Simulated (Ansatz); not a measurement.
Reaction (ligand exchange at a B–O bond): `N[SiH2]CBO` + H₂S → `N[SiH2]CBS` + H₂O

Isolated molecules relaxed with PBE0-D4/def2-TZVP in Ansatz; ΔE leaves out vibrations. CCSD(T)/CBS is the MP2 limit (def2-TZVPP, def2-QZVPP) plus CCSD(T) − MP2 in def2-TZVPP, frozen cores. This one scheme is used for every species. Functionals use def2-TZVPP. Each species was taken in one conformer, which may not be the lowest.

`N[SiH2]CBO`:

```xyz
13

N     1.619   -0.297   -1.433
Si    1.170   -0.552    0.208
C    -0.153    0.593    0.908
B    -1.500    0.453    0.158
O    -2.458   -0.367    0.667
H     0.990   -0.538   -2.180
H     2.193    0.491   -1.686
H     2.404   -0.372    1.020
H     0.684   -1.952    0.321
H    -0.248    0.334    1.969
H     0.255    1.606    0.821
H    -1.714    1.016   -0.888
H    -3.242   -0.416    0.115
```

H₂S:

```xyz
3

S    -0.390   -0.258    0.406
H    -0.556    0.484   -0.698
H     0.946   -0.226    0.292
```

`N[SiH2]CBS`:

Z-matrix (Å, degrees):
```
Si
C 1 1.885
N 1 1.720 2 109.0
H 1 1.493 2 107.7 3 126.0
H 1 1.487 2 110.5 3 -116.7
B 2 1.542 1 108.9 3 -60.3
H 2 1.094 1 105.8 3 62.8
H 2 1.095 1 105.6 3 179.2
H 3 1.009 1 119.6 2 59.6
H 3 1.007 1 119.2 2 -158.3
S 6 1.788 2 124.4 1 88.7
H 6 1.196 2 122.3 1 -86.6
H 11 1.346 6 98.8 2 3.3
```

H₂O:

Cartesian coordinates in Å:
```
O -0.214 -0.321 -0.050
H 0.685 -0.167 -0.348
H -0.470 0.488 0.398
```

```json
{"level": "ωB97M-V", "ΔE (kJ/mol)": "43.9"}
{"level": "PBE", "ΔE (kJ/mol)": "38.1"}
{"level": "PBE0", "ΔE (kJ/mol)": "39.3"}
{"level": "MP2/def2-TZVPP", "ΔE (kJ/mol)": "35.4"}
```

Task: What does CCSD(T)/CBS give? (Estimate.)

Result: Computed: +36.2 kJ/mol. The listed levels differ from it by 7.7, 1.9, 3.1, -0.8 kJ/mol.

Largest T1 diagnostic among the species: 0.012.

In def2-TZVPP, CCSD(T) changes the Hartree–Fock value by −21.4 kJ/mol (the triples alone add −4.2 kJ/mol) and MP2 by −26.8 kJ/mol. The D4 term adds −9.9 kJ/mol with B3LYP and −5.3 kJ/mol with PBE0; it sums over pairs of atoms, weighted by their polarisabilities, and B3LYP, whose exchange is more repulsive, gets the larger term.

CCSD(T)/CBS has its own doubt, a few kJ/mol and more with outer-core shells, so smaller differences from it don't rank the levels.

B3LYP here is the variant with VWN-RPA as its local correlation; programs differ in this.
